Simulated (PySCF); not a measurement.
PySCF 2.14 output of a UHF calculation on a single atom or ion in aug-cc-pVTZ-PP with one added diffuse shell each of s, p, d, f, g type with ECP60MDF (7s7p6d4f3g, 113 functions), with scalar relativity through the core potential:

```
SCF conv_tol = 1e-09
number electrons alpha = 10  beta = 7
cycle= 1 E= -103.626196198105  delta_E= -0.00703  |g|= 0.0317  |ddm|= 0.044
cycle= 2 E= -103.626482605999  delta_E= -0.000286  |g|= 0.00714  |ddm|= 0.00989
cycle= 3 E= -103.626502972912  delta_E= -2.04e-05  |g|= 0.00111  |ddm|= 0.00422
cycle= 4 E= -103.626503996756  delta_E= -1.02e-06  |g|= 0.000506  |ddm|= 0.00113
cycle= 5 E= -103.626504288349  delta_E= -2.92e-07  |g|= 6.34e-05  |ddm|= 0.000884
cycle= 6 E= -103.626504293272  delta_E= -4.92e-09  |g|= 8.19e-06  |ddm|= 0.000141
cycle= 7 E= -103.626504293391  delta_E= -1.2e-10  |g|= 1.37e-06  |ddm|= 2.7e-05
converged SCF energy = -103.626504293391  <S^2> = 3.7697975  2S+1 = 4.0098865
```

The run itself started from symmetry-adapted Hartree-Fock orbitals and held the occupation by maximum overlap, so the iterations belong to that start.

Which element, charge and spin multiplicity is this?

Ir (iridium, neutral), multiplicity 4; the state was [Xe] 4f14 5d7 6s2, high-spin 4F determinant.

Energies and moments cover only the electrons outside the core potential. Spin-orbit coupling, absent here, splits the open shell strongly.
